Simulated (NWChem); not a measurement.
Species: BO cation

Results from NWChem. The geometry was optimised at PBE0/def2-SVP.

Problem. Predict the results for PBE/3-21G. Quantities: highest occupied level (eV); orbital gap (eV).

Solution. 
| Item | Result |
|---|---|
| highest occupied level (eV) | -18.89 |
| orbital gap (eV) | 1.82 |
